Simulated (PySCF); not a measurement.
SMILES c1c2c(cc3c1cccc3)cccc2 (C14H10), singlet, GFN2-xTB optimised geometry.

```
24

C      2.83     2.39     0.00
C      3.52     1.16     0.00
C      2.83    -0.02     0.00
C      1.41    -0.03     0.00
C      0.68    -1.22     0.00
C     -0.71    -1.22     0.00
C     -1.47    -2.42     0.00
C     -2.83    -2.39     0.00
C     -3.52    -1.16     0.00
C     -2.83     0.02     0.00
C     -1.41     0.03     0.00
C     -0.68     1.22     0.00
C      0.71     1.22     0.00
C      1.47     2.42     0.00
H      3.39     3.31     0.00
H      4.60     1.16     0.00
H      3.35    -0.96     0.00
H      1.21    -2.16     0.00
H     -0.93    -3.36     0.00
H     -3.40    -3.31     0.00
H     -4.60    -1.16     0.00
H     -3.35     0.96     0.00
H     -1.21     2.16     0.00
H      0.93     3.36     0.00
```

Density from B3LYP/def2-SVP (PySCF) at that geometry.

Minimum of the electron density along straight lines between bonded atoms, close to the bond critical point (lines longer than 1.1 times the sum of covalent radii, or with two minima, are not listed):

| bond | length / Å | ρ at the minimum / e bohr⁻³ | ∇²ρ there / e bohr⁻⁵ | position (fraction from the first atom) |
|---|---|---|---|---|
| C1–C2 | 1.411 | 0.300 | -0.77 | 0.50 |
| C2–C3 | 1.361 | 0.327 | -0.86 | 0.50 |
| C3–C4 | 1.418 | 0.297 | -0.75 | 0.50 |
| C4–C5 | 1.392 | 0.311 | -0.80 | 0.50 |
| C5–C6 | 1.392 | 0.311 | -0.80 | 0.50 |
| C6–C7 | 1.418 | 0.297 | -0.75 | 0.50 |
| C7–C8 | 1.361 | 0.327 | -0.86 | 0.50 |
| C8–C9 | 1.411 | 0.300 | -0.77 | 0.50 |
| C9–C10 | 1.361 | 0.327 | -0.86 | 0.50 |
| C6–C11 | 1.430 | 0.292 | -0.72 | 0.50 |
| C10–C11 | 1.418 | 0.297 | -0.75 | 0.50 |
| C11–C12 | 1.392 | 0.311 | -0.80 | 0.50 |
| C4–C13 | 1.430 | 0.292 | -0.72 | 0.50 |
| C12–C13 | 1.392 | 0.311 | -0.80 | 0.50 |
| C1–C14 | 1.361 | 0.327 | -0.86 | 0.50 |
| C13–C14 | 1.418 | 0.297 | -0.75 | 0.50 |
| C1–H15 | 1.080 | 0.284 | -1.08 | 0.63 |
| C2–H16 | 1.080 | 0.284 | -1.08 | 0.63 |
| C3–H17 | 1.081 | 0.283 | -1.07 | 0.63 |
| C5–H18 | 1.082 | 0.283 | -1.07 | 0.63 |
| C7–H19 | 1.081 | 0.283 | -1.07 | 0.63 |
| C8–H20 | 1.080 | 0.284 | -1.08 | 0.63 |
| C9–H21 | 1.080 | 0.284 | -1.08 | 0.63 |
| C10–H22 | 1.081 | 0.283 | -1.07 | 0.63 |
| C12–H23 | 1.082 | 0.283 | -1.07 | 0.63 |
| C14–H24 | 1.081 | 0.283 | -1.07 | 0.63 |
